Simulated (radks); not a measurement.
Values are calculated unless marked as measured or tabulated.
Problem. Excited configurations of neutral aluminium: one electron is placed in a higher orbital outside [Ne] 3s2. The ground configuration is [Ne] 3s2 3p1. Code: a radial shooting solver on a logarithmic mesh with Libxc functionals. Model: non-relativistic Kohn-Sham, r2SCAN, spin-unpolarised, spherical densities, point nucleus; meta-GGA in the generalised Kohn-Sham scheme. Excitation = E - E(ground); binding = E(ion) - E, where the ion is the core of charge +1; n* = 1/sqrt(2 binding) in atomic units, and the quantum defect is n - n*.

outer orbital  excitation (eV)  binding (eV)     n*  quantum defect  eigenvalue (eV)  <r> (bohr)
4s                       2.991         2.654  2.264           1.736           -1.593       7.829
4p                       3.766         1.880  2.690           1.310           -1.063       10.07

Estimate the row for 5p.

Solution. excitation (eV) 4.622; binding (eV) 1.024; n* 3.646; quantum defect 1.354; eigenvalue (eV) -0.642; <r> (bohr) 19.58. The Delta-SCF ionisation energy is 5.646 eV (NIST Atomic Spectra Database: 5.986 eV, measured). Self-interaction in the functional shifts the binding energies and quantum defects, so they are the method's values and not measured ones. Spin polarisation and multiplet splitting are left out, so open shells lie too high by an amount that depends on their filling.

Beside tabulated values, note that spin-unpolarised runs miss the spin-polarisation part of the exchange energy of open shells.
